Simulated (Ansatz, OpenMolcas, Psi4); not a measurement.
Correcting a cheap level on O-containing molecules

The vertical ionisation energy (cation less neutral) in eV of 6 O-containing molecules: x at BLYP/def2-TZVPP, y at CCSD(T)/def2-TZVPP. Shapes, held fixed at every level: PBE0-D4/def2-TZVP. Flexible molecules stand in one conformer, not always the lowest. Programs: Ansatz 0.2.0, OpenMolcas 26.06, Psi4 1.11. A level may come from different programs for different species; with the same settings they agree closely.

```
                molecule  x (eV)  y (eV)
    SrO (SMILES [O][Sr])    6.88    6.27
   HOI (hypoiodous acid)    9.47       ?
     H2CO (formaldehyde)   10.65   10.83
H2O2 (hydrogen peroxide)   11.09   11.50
 SeO2 (selenium dioxide)   11.37   12.23
  CHFO (formyl fluoride)   12.35   12.57
```

Fit y = c + s·x to the known rows and predict y for HOI.


1. Means of the 5 rows: x = 10.4680, y = 10.680.
2. Σ(Δx)² = 17.649, Σ(Δx·Δy) = 21.316, so the slope is 21.316/17.649 = 1.2078.
3. Intercept: 10.680 − (1.2078) × 10.4680 = -1.963. The largest residual of the fit is 0.46.
4. HOI: -1.963 + 1.2078 × 9.47 = 9.47 eV.

CCSD(T)/def2-TZVPP gives 9.79 eV, so the prediction is off by -0.32 eV, within the largest residual. Uncorrected, BLYP/def2-TZVPP misses it by -0.32 eV, and the other rows by 0.46 on average. The line doesn't help this one. Left out in turn, the other rows are missed by 0.50 eV on average, worse than no correction. Cations run unrestricted. T1 is large for SrO (0.038), SeO2 (0.022), so single-reference values are less sure there. For atoms past krypton def2 sets carry core potentials with scalar relativity. Relativity is left out for Se. Outer-core shells of I, Se, Sr are correlated, in sets that cover them unevenly.
